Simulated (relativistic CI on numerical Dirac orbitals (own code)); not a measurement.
## Rb³⁺: sensitivity of the levels to the model

Base calculation: Dirac-Coulomb-Breit CI, orbitals from a KLI potential per configuration, model QED (radiative potential, 1s self-energy scaled to tabulated hydrogen-like ionisation energies), valence Slater integrals scaled by 0.85, P86 correlation energy added to each configuration.

Configuration list (outside the closed core [Ar] 3d10): 4s²4p⁴, 4s4p⁵, 4s²4p³4d, 4p⁶, 4s²4p³4f, 4s4p⁴4d, 4s²4p³5s, 4s²4p³5p, 4s4p⁴4f, 4s²4p³5d, 4s²4p³6s, 4s²4p³6p, 4s²4p³5f, 4s²4p²4d², 4s²4p4d³, 4s²4p4d²4f, 4s4p²4d³, 4s²4p4d²5s, 4s²4p4d²5p. Double excitations out of closed p, d and f shells are left out; levels of such configurations are missing from the list, as are those of other unlisted configurations, and high levels can miss mixing partners. These lack a partner that the ground configuration has and come out too high: 4s4p⁴4f, 4s²4p³5d, 4s²4p³6s, 4s²4p³6p, 4s²4p³5f.

The lowest level and the first level of each name with at least 55 % of one term (blank where a level has no safe partner in the second run):

```csv
Level,Base (cm⁻¹),Shift (cm⁻¹)
4s²4p⁴ ³P2,0.0,0.0
4s²4p⁴ ³P1,6138.8,-23.7
4s²4p⁴ ³P0,6697.2,-17.9
4s²4p⁴ ¹D2,17215.3,+4.7
4s²4p⁴ ¹S0,35917.8,-31.4
4s4p⁵ ³P°2,144968.9,-430.0
4s4p⁵ ³P°1,149558.8,-425.4
4s4p⁵ ³P°0,152506.9,-427.0
4s²4p³4d ⁵D°0,178823.9,+90.9
4s²4p³4d ⁵D°1,178900.3,+92.4
4s²4p³4d ⁵D°2,178919.1,+94.5
4s²4p³4d ⁵D°3,178944.3,+95.9
4s²4p³4d ⁵D°4,179168.0,+103.5
4s²4p³4d ³D°2,191357.6,-14.2
4s²4p³4d ³D°3,192995.1,+4.7
4s²4p³4d ³D°1,193768.6,+9.7
4s²4p³4d ³F°2,196756.0,+15.0
4s²4p³4d ³F°3,198114.5,+21.6
4s²4p³4d ³F°4,199868.3,+33.8
4s²4p³4d ¹S°0,201216.2,-130.1
4s²4p³4d ³G°3,204237.4,+10.5
4s²4p³4d ³G°4,204899.8,+16.6
```

Correlation outside the listed configurations is missing or only estimated: errors of thousands of cm⁻¹ between configurations and terms are usual at this charge. Rates and lifetimes follow the computed energies and can be off by large factors. The fine structure of a lone outer electron comes out too small, for d and f at times inverted, and misplaced configurations move strength between like terms. 54 of the 69 excited levels that our extract of the measured tables holds in this range could be paired (the sources list more); they are missed by 8643 cm⁻¹ on average and 12667 at most, and levels without a partner can miss by more.

**Question.** One thing was changed in a second run, which moved the levels as shown. Which?
A. no correlation estimate
B. one mean potential for all configurations
C. only the first 3 configurations
D. Slater integrals left unscaled
E. QED terms removed
F. configuration mixing switched off
G. Breit term removed

**Answer.** B. One mean potential for all configurations. One potential for all configurations removes the relaxation of the orbitals, which moves whole configurations and changes the integrals a little.

LS names give the leading component of a level, which can be under half, so a name can repeat, a term be missing and a line seem to break the LS rules.
